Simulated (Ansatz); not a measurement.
Diatomic GaMo, multiplicity 6 (lowest of 2S+1 = 2, 4, 6, 8 at CCSD(T)/def2-TZVPP on PBE0 minima; our sources give no spin for the ground state, which may be another). No spin–orbit coupling. Ga is treated without relativity.

Constants: fifth-degree fit in 1/R to seven points, most abundant isotopes. In def2 and cc sets the state is the lowest found near the PBE0 minimum, followed along R.

Codes used: Ansatz (a program for electronic structure).  In def2 rows elements past Kr take small-core potentials, without spin–orbit coupling.

```csv
level,r_e (Å),ω_e (cm⁻¹),B_e (cm⁻¹),ω_e x_e (cm⁻¹),dipole (D)
SVWN5/def2-TZVPP,2.618,195,0.0608,0.59,0.36
PBE/def2-TZVPP,2.689,175,0.0576,0.58,0.56
r2SCAN/def2-TZVPP,2.697,164,0.0573,0.58,1.13
B97M-V/def2-TZVPP,2.770,158,0.0543,0.59,0.29
B3LYP/def2-TZVPP,2.735,166,0.0557,0.55,0.27
PBE0/def2-TZVPP,2.732,162,0.0558,0.59,0.87
BHLYP/def2-TZVPP,2.788,153,0.0536,0.55,0.69
CAM-B3LYP/def2-TZVPP,2.729,165,0.0560,0.57,0.76
wB97X-V/def2-TZVPP,2.730,168,0.0559,0.54,1.25
wB97M-V/def2-TZVPP,2.726,172,0.0561,0.49,0.63
B2PLYP/def2-TZVPP,2.697,175,0.0573,0.62,-
```

Correlated levels freeze the inner cores; with def2 sets outer-core shells near the valence are correlated too.

Doubts at one or more of the structures used: a spin-contaminated determinant (r2SCAN/def2-TZVPP, B97M-V/def2-TZVPP, PBE0/def2-TZVPP, BHLYP/def2-TZVPP, CAM-B3LYP/def2-TZVPP, B2PLYP/def2-TZVPP).
